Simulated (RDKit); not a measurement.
RDKit input (UFF):

```python
from rdkit import Chem
from rdkit.Chem import AllChem, rdDetermineBonds

mol = Chem.MolFromXYZFile('mol.xyz')
rdDetermineBonds.DetermineBonds(mol, charge=1)
print('SMILES', Chem.MolToSmiles(Chem.RemoveHs(mol)))
ff = AllChem.UFFGetMoleculeForceField(mol)
e0 = ff.CalcEnergy()
flag = ff.Minimize(maxIts=5000, forceTol=1e-5)
print(f'energy {e0:.4f} -> {ff.CalcEnergy():.4f} kcal/mol, converged: {flag == 0}')
print(Chem.MolToXYZBlock(mol))
```
mol.xyz:
```
7

N     -1.09895400     0.24210600     0.04933200
C      0.18292100     0.38685900    -0.06554600
O      1.06504900    -0.54321300    -0.00639100
H     -1.55012600    -0.65358000     0.20314900
H     -1.70318200     1.05336800    -0.01456900
H      0.59089700     1.37957500    -0.22917100
H      0.73717200    -1.44955300     0.13967600
```

Output:

```
SMILES [H]/[O+]=C\N
energy 16.2630 -> 0.9379 kcal/mol, converged: True
7

N     -1.145309    0.241063    0.052835
C      0.263284    0.431553   -0.077491
O      1.059266   -0.544821   -0.005606
H     -1.546466   -0.710026    0.210354
H     -1.788252    1.060892   -0.009414
H      0.655817    1.426500   -0.240257
H      0.725436   -1.489599    0.146059
```

The dipole moment of an ion depends on the origin.

The geometry given is a B3LYP-D3(BJ)/def2-TZVP minimum.
